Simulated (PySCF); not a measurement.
Isomers C5H4F2O2:

A. `C(F)(F)Oc1ccoc1`
B. SMILES C=C(CC(=O)F)C(=O)F
C. `O=C(F)[C@H]1C[C@H]1C(=O)F`

Spectrum 1. ¹H NMR (400 MHz, computed): δ 7.60 (m, 1H), 7.42 (m, 1H), 6.75 (m, 1H), 6.53 (m, 1H). ¹³C{¹H} NMR (computed): δ 151.2 (C), 146.3 (CH), 133.7 (CH), 123.7 (CH), 107.8 (CH).

Spectrum 2. ¹H NMR (400 MHz, computed): δ 2.33 (m, 2H), 1.93 (tdt, J = 7.9, 6.9, 1.4 Hz, 1H), 1.55 (td, J = 8.7, 6.9 Hz, 1H). ¹³C{¹H} NMR (computed): δ 166.7 (C, d, J = 407.0 Hz), 24.0 (CH, m), 17.9 (CH2).

Spectrum 3. ¹H NMR (400 MHz, computed): δ 7.55 (m, 1H), 6.83 (m, 1H), 3.76 (m, 2H). ¹³C{¹H} NMR (computed): δ 171.5 (C), 165.7 (C), 151.2 (CH2), 134.0 (C), 34.6 (CH2).

Non-relativistic Hamiltonian, one computed conformer, averaged over atoms made equivalent by symmetry, fast rotation or ring inversion, isolated molecule. Geometry: GFN2-xTB; B3LYP/pcJ-1 coupling constants (spin–dipole term left out of most H,H and C,H couplings); NMR shieldings at PBE0/pcSseg-1/GIAO; PySCF 2.14.

δ = σ(ref) − σ, references computed at the same level: ¹H (σ = 31.72 ppm), ¹³C (σ = 186.93 ppm) against TMS. Multiplet labels drop J under 1 Hz and among equivalent protons, and merge close values. Unscaled 3J(H,H) run several per cent high. Splittings of carbon signals by F and P are missing where no couplings were computed. Where no couplings were computed, multiplicities follow the n + 1 count of equivalent neighbours, and m marks all less simple cases (inequivalent or close neighbours, rings, F or P nearby). Vicinal couplings that depend on rotamer populations or ring flexing (ring, CH–CH, X–H and H–F types) are those of the one conformer. One-bond C–F couplings are unscaled and too large by tens of Hz. Shifts are as computed. Against solution values, carbons near 30 ppm lie about +3 ppm off and those near 130 ppm about +5 ppm. Of 1211 compounds with measured shifts, 218 miss one by over three times the rms of a fit or turn the order of signals round; such compounds aren't used in these exercises.

Which spectrum belongs to which compound?

Results:

1–A, 2–C, 3–B.

- Spectrum 1 (A): 5 ¹³C signals; δC 151.2 is an aromatic carbon bearing oxygen; δC 123.7 is an sp3 CH bonded to 2 F and O.
- Spectrum 2 (C): 3 ¹³C signals; δC 24.0 is a three-membered-ring carbon; δC 17.9 is a three-membered-ring carbon.
- Spectrum 3 (B): 5 ¹³C signals; δC 151.2 is a β carbon of a C=C–C=O unit; δC 134.0 is an α carbon of a C=C–C=O unit.
